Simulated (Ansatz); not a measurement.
**Worked example: AlH(CH3)I + NaSH → AlH(CH3)(SH) + NaI**

Species: AlH(CH3)I, singlet; NaSH `[Na][SH]`, singlet; AlH(CH3)(SH), singlet; NaI (Sodium Iodide), singlet. The partners trade I for SH: Al–I and Na–SH bonds give way to Al–SH and Na–I.

Shapes, held fixed at every level: PBE0-D4/def2-TZVP. Flexible molecules stand in one conformer, not always the lowest. Programs: Ansatz 0.2.0. Electronic energies: no zero-point or thermal term.

At CCSD(T)/def2-TZVPP; 1 Eh = 2625.50 kJ/mol:

| species | energy (Eh) |
| --- | --- |
| AlH(CH3)I | -579.636433 |
| NaSH | -560.405053 |
| AlH(CH3)(SH) | -680.815769 |
| NaI | -459.252961 |

Problem. Work out ΔE of the reaction at this level.

Solution. 
1. Products less reactants: (-680.815769) + (-459.252961) − [(-579.636433) + (-560.405053)] = -0.027244 Eh = -71.5 kJ/mol.

Other levels give -88.4 (CCSD/def2-SVP) to -66.7 kJ/mol (PBE-D4/def2-TZVPP). No measured value is set beside it here. For atoms past krypton def2 sets carry core potentials with scalar relativity. Correlated rows may include outer-core shells of I, Na, which these sets cover unevenly.
